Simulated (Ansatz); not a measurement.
Consider the formal exchange of groups at a C–Si bond: `OC[SiH2]O` + `[CH3][AlH][SiH3]` → `[CH3][Al]([SiH3])[CH2]O` + silanol.

Isolated molecules relaxed with PBE0-D4/def2-TZVP in Ansatz; ΔE leaves out vibrations. CCSD(T)/CBS adds triple-zeta CCSD(T) − MP2 to the extrapolated MP2 energy (def2 sets, frozen cores). Functionals use def2-TZVPP. B3LYP here is the variant with VWN-RPA as its local correlation; programs differ in this. One conformer a species, not always the lowest.

`OC[SiH2]O`:

Cartesian coordinates in Å:
```
O 1.449 -1.109 0.375
C 0.220 -1.039 -0.337
Si -0.801 0.422 0.262
O 0.206 1.738 0.312
H 1.817 -0.221 0.422
H -0.309 -1.980 -0.157
H 0.391 -0.983 -1.423
H -1.959 0.673 -0.643
H -1.263 0.205 1.654
H 0.249 2.295 -0.465
```

`[CH3][AlH][SiH3]`:

```xyz
10

C    -0.128    0.748    1.750
Al   -0.419   -0.653    0.421
Si    0.353   -0.362   -1.898
H     0.430    0.353    2.607
H     0.413    1.614    1.364
H    -1.088    1.098    2.146
H    -1.170   -1.988    0.859
H     1.827   -0.127   -1.944
H    -0.282    0.839   -2.519
H     0.063   -1.522   -2.787
```

`[CH3][Al]([SiH3])[CH2]O`:

```xyz
14

C     1.701    0.746    1.006
Al    0.096    0.153    0.074
Si   -1.682    1.745   -0.553
C    -0.182   -1.744   -0.406
O     0.927   -2.527    0.025
H     2.224    1.525    0.442
H     1.451    1.185    1.978
H     2.393   -0.083    1.173
H    -2.831    1.107   -1.260
H    -1.165    2.818   -1.455
H    -2.244    2.439    0.644
H    -0.336   -1.823   -1.495
H    -1.126   -2.096    0.043
H     0.774   -3.444   -0.215
```

`O[SiH3]`:

Cartesian coordinates in Å:
```
O 0.948 -0.191 0.841
Si -0.155 0.035 -0.362
H 0.639 -0.148 1.746
H -1.235 -0.989 -0.316
H 0.597 -0.084 -1.631
H -0.795 1.377 -0.276
```

| level | ΔE (kcal/mol) | difference from CCSD(T)/CBS |
| --- | --- | --- |
| PBE-D4 | 1.2 | 0.6 |
| r2SCAN-D4 | 1.2 | 0.6 |
| PBE0-D4 | 1.2 | 0.6 |
| B3LYP-D4 | 0.7 | 0.1 |
| ωB97X-V | 1.3 | 0.7 |
| ωB97M-V | 1.0 | 0.4 |
| B2PLYP | 0.5 | -0.1 |
| PBE | 1.1 | 0.5 |
| r2SCAN | 1.3 | 0.7 |
| PBE0 | 1.1 | 0.5 |
| B3LYP | 0.5 | -0.1 |
| HF/def2-TZVPP | 0.9 | 0.3 |
| MP2/def2-TZVPP | 0.4 | -0.2 |
| SCS-MP2/def2-TZVPP | 0.4 | -0.2 |
| CCSD/def2-TZVPP | 0.7 | 0.1 |
| CCSD(T)/def2-TZVPP | 0.7 | 0.1 |
| HF/def2-QZVPP | 0.8 | 0.2 |
| MP2/def2-QZVPP | 0.3 | -0.3 |
| SCS-MP2/def2-QZVPP | 0.3 | -0.3 |
| HF/CBS(def2) | 0.8 | 0.2 |
| MP2/CBS(def2) | 0.3 | -0.3 |
| CCSD/CBS(def2) | 0.6 | 0.0 |
| CCSD(T)/CBS | 0.6 | 0 |

Largest T1 diagnostic among the species: 0.011.
